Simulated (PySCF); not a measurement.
# Two-dimensional NMR puzzle

Compound of formula C4H14N2OSi2. Correlations simulated from computed shifts and the bond graph:

HSQC (one-bond C–H):
```tsv
δH	δC
6.55	145.9
6.42	142.7
5.97	142.7
2.65	39.0
```

COSY cross peaks (H two or three bonds apart, from the bond graph; peaks can be absent where the dihedral angle is near 90°):
```tsv
δH	δH
6.55	6.42
6.55	5.97
6.42	5.97
```

HMBC (two and three bonds, from the bond graph):
```tsv
δH	δC
6.55	142.7
6.42	145.9
5.97	145.9
2.65	39.0
```

Fast rotation and ring inversion assumed for equivalent nuclei, in vacuum, one computed conformer, relativity neglected. GFN2-xTB structure; shielding tensors at PBE0/pcSseg-1 (GIAO); PySCF 2.14.

Shifts are taken against calculated references (same method and geometry level): 1H, 13C against TMS.

Exchangeable hydrogens are left out of these lists.

Q: Assemble the structure.

A: `N([Si@@](C=C)(N)O[SiH3])(C)C`.

Atom-mapped SMILES (the numbers label the heavy atoms): `[CH2:1]=[CH:2][Si@:3]([NH2:4])([O:5][SiH3:6])[N:7]([CH3:8])[CH3:9]`. Hydrogens are named by the atom that carries them. Ha(C1) is cis to Si3; Hb(C1) is trans to Si3.

δC 145.9 is C2, an alkene CH (δH 6.55). δC 142.7 is C1, a terminal =CH2 carbon (δH 5.97, 6.42). δC 39.0 is C8/C9, a methyl carbon bonded to N (δH 2.65). COSY links 6.55–6.42, 6.55–5.97, 6.42–5.97.

This is the structure that produced the data.

OH and NH positions are those of a molecule without intermolecular hydrogen bonds; in solution they move with solvent, concentration and temperature, and exchange usually removes their couplings. Shifts are as computed. Against solution values, carbons near 30 ppm lie about +3 ppm off and those near 130 ppm about +5 ppm. Of 1309 compounds with measured shifts, 239 miss one by over three times the rms of a fit or turn the order of signals round; such compounds aren't used in these exercises.
